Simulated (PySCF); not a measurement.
A PySCF script (with the pyscf-properties extension) for the NMR shieldings of SMILES C=C1[C@@H](Cl)C[C@H]1B(Cl)Cl, C5H6BCl3, on a GFN2-xTB geometry:

```python
import basis_set_exchange as bse
import numpy as np
from pyscf import gto, dft
from pyscf.prop import nmr

atoms = """
C    -1.171938    1.149155    1.233141
C    -0.590258    0.183110    0.555496
C    -1.105966   -0.984562   -0.232492
Cl   -2.145431   -0.529444   -1.610378
C     0.337317   -1.352290   -0.605308
C     0.861892   -0.164669    0.239135
B     1.646246    1.015745   -0.480018
Cl    1.902174    1.030611   -2.172233
Cl    2.191349    2.352189    0.452407
H    -2.244094    1.206119    1.313332
H    -0.600254    1.916083    1.726600
H    -1.660503   -1.730603    0.337172
H     0.547770   -1.262536   -1.667968
H     0.648851   -2.334044   -0.257450
H     1.378431   -0.486874    1.146651
"""
names = dict.fromkeys(["C", "Cl", "B", "H"], "pcSseg-1")
basis = {el: gto.basis.parse(bse.get_basis(n, elements=[el], fmt="nwchem")) for el, n in names.items()}
mol = gto.M(atom=atoms, basis=basis, charge=0, verbose=0)
mf = dft.RKS(mol, xc="PBE0")
mf.grids.level = 2
mf.grids.alignment = dft.numint.BLKSIZE   # the property module wants whole blocks of grid points
mf.conv_tol = 1e-9
mf.kernel()

calc = nmr.RKS(mf)   # GIAO
C = mf.mo_coeff
Co = C[:, mf.mo_occ > 0]
resp = mf.gen_response(singlet=True, hermi=2)
def vind(x):   # induced exchange potential for any number of trial vectors
    d = np.einsum("pi,xij,qj->xpq", C, 2 * x.reshape(-1, C.shape[1], Co.shape[1]), Co, optimize=True)
    return np.einsum("xpq,pi,qj->xij", resp(d - d.transpose(0, 2, 1)), C, Co, optimize=True).ravel()
mo1, _ = nmr.rhf.solve_mo1(calc, with_cphf=vind)
sigma = calc.kernel(mo1)
for i, s in enumerate(sigma):   # ppm
    print("%2d %-2s %9.2f" % (i, mol.atom_pure_symbol(i), np.trace(s) / 3))
```

Q: What does it print?

A: 
```
 0 C      64.89
 1 C      29.15
 2 C     127.99
 3 Cl    732.28
 4 C     152.07
 5 C     144.60
 6 B      40.34
 7 Cl    680.52
 8 Cl    684.45
 9 H      25.98
10 H      25.91
11 H      26.96
12 H      28.93
13 H      28.99
14 H      28.56
```

These numbers come from an equivalent density-fitted implementation of the same equations, which agrees with the script to about 0.01 ppm for H and up to a few tenths of a ppm for heavy atoms, so last digits may differ.

Size and cost of the density-fitted run: 204 basis functions, 72 s wall time on 1 thread of an Arm Neoverse N1, shared host; peak memory 0.92 GiB.
